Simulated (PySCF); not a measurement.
Species: C9H18.
SMILES with atom numbers: `[CH3:1][C@@H:2]([CH:3]1[CH2:4][CH2:5]1)[C:6]([CH3:7])([CH3:8])[CH3:9]` (hydrogens: H10, H11, H12 on C1; H13 on C2; H14 on C3; H15, H16 on C4; H17, H18 on C5; H19, H20, H21 on C7; H22, H23, H24 on C8; H25, H26, H27 on C9)

Theory: PBE0-D3(BJ)/def2-SVP geometry optimisation, gas phase in PySCF 2.14.0.

(1) List the bond lengths, angles and torsions at this level.

## Answers

(1) 
```json
{"bond": "C1–C2", "length (Å)": "1.528", "order": "single"}
{"bond": "C2–C3", "length (Å)": "1.517", "order": "single"}
{"bond": "C3–C4", "length (Å)": "1.502", "order": "single"}
{"bond": "C4–C5", "length (Å)": "1.499", "order": "single"}
{"bond": "C2–C6", "length (Å)": "1.558", "order": "single"}
{"bond": "C6–C7, C6–C8, C6–C9", "length (Å)": "1.532", "order": "single"}
{"bond": "C3–C5", "length (Å)": "1.499", "order": "single"}
{"bond": "C1–H10, C1–H11, C1–H12", "length (Å)": "1.100", "order": "single"}
{"bond": "C2–H13", "length (Å)": "1.107", "order": "single"}
{"bond": "C3–H14", "length (Å)": "1.096", "order": "single"}
{"bond": "C4–H15", "length (Å)": "1.095", "order": "single"}
{"bond": "C4–H16", "length (Å)": "1.093", "order": "single"}
{"bond": "C5–H17", "length (Å)": "1.094", "order": "single"}
{"bond": "C5–H18", "length (Å)": "1.093", "order": "single"}
{"bond": "C7–H19 and 8 like bonds", "length (Å)": "1.101", "order": "single"}
```

Bonds in one row agree within 0.01 Å and their mean is given. Orders are formal, as drawn. A selection of angles:
```json
{"angle": "C2–C1–H10", "degrees": "111.4"}
{"angle": "C2–C1–H11", "degrees": "112.7"}
{"angle": "C2–C1–H12", "degrees": "110.1"}
{"angle": "H10–C1–H11", "degrees": "107.9"}
{"angle": "C1–C2–C3", "degrees": "109.1"}
{"angle": "C1–C2–C6", "degrees": "113.7"}
{"angle": "C1–C2–H13", "degrees": "107.5"}
{"angle": "C3–C2–C6", "degrees": "113.7"}
{"angle": "C3–C2–H13", "degrees": "106.7"}
{"angle": "C6–C2–H13", "degrees": "105.7"}
{"angle": "C2–C3–C4", "degrees": "119.7"}
{"angle": "C2–C3–C5", "degrees": "122.2"}
{"angle": "C2–C3–H14", "degrees": "114.2"}
{"angle": "C4–C3–C5", "degrees": "59.9"}
{"angle": "C4–C3–H14", "degrees": "114.8"}
{"angle": "C5–C3–H14", "degrees": "115.5"}
{"angle": "C3–C4–C5", "degrees": "60.0"}
{"angle": "C3–C4–H15", "degrees": "117.5"}
{"angle": "C3–C4–H16", "degrees": "118.7"}
{"angle": "C5–C4–H15", "degrees": "117.6"}
{"angle": "C5–C4–H16", "degrees": "118.8"}
{"angle": "H15–C4–H16", "degrees": "114.0"}
{"angle": "C4–C5–H17", "degrees": "117.6"}
{"angle": "C4–C5–H18", "degrees": "118.7"}
{"angle": "C3–C5–C4", "degrees": "60.1"}
{"angle": "C3–C5–H17", "degrees": "117.7"}
{"angle": "C3–C5–H18", "degrees": "118.6"}
{"angle": "H17–C5–H18", "degrees": "113.9"}
{"angle": "C2–C6–C7", "degrees": "111.6"}
{"angle": "C2–C6–C8", "degrees": "109.6"}
{"angle": "C7–C6–C8", "degrees": "109.0"}
{"angle": "C8–C6–C9", "degrees": "107.8"}
{"angle": "C6–C7–H19", "degrees": "112.0"}
{"angle": "C6–C7–H21", "degrees": "110.3"}
{"angle": "H19–C7–H20", "degrees": "108.0"}
```

Torsions: C1–C2–C3–C4 -72° (synclinal); C2–C3–C4–C5 -112° (anticlinal); C1–C2–C6–C7 -58° (synclinal); C2–C3–C5–C4 108° (anticlinal).

Of the pairs four or more bonds apart, H11···H24 is among the closest relative to their van der Waals radii: 2.11 Å, 88 % of the sum of Bondi's values. The 3-membered ring C3–C4–C5 has internal angles of 59.9° to 60.1°. The 9 C–C bonds span 1.499 Å (C4–C5, drawn single) to 1.558 Å (C2–C6, drawn single), a spread of 0.059 Å.

Point group: C1 (no symmetry element, even within 0.4 Å). PBE0-D3(BJ)/def2-SVP frequencies: not computed here. One conformer, not necessarily the lowest.

On Arm Neoverse V2, one thread, shared host with 32 logical CPUs at a one-minute load of 45, this took 99 s of wall time and 0.89 GiB of memory at its peak. This is the geometry optimisation.
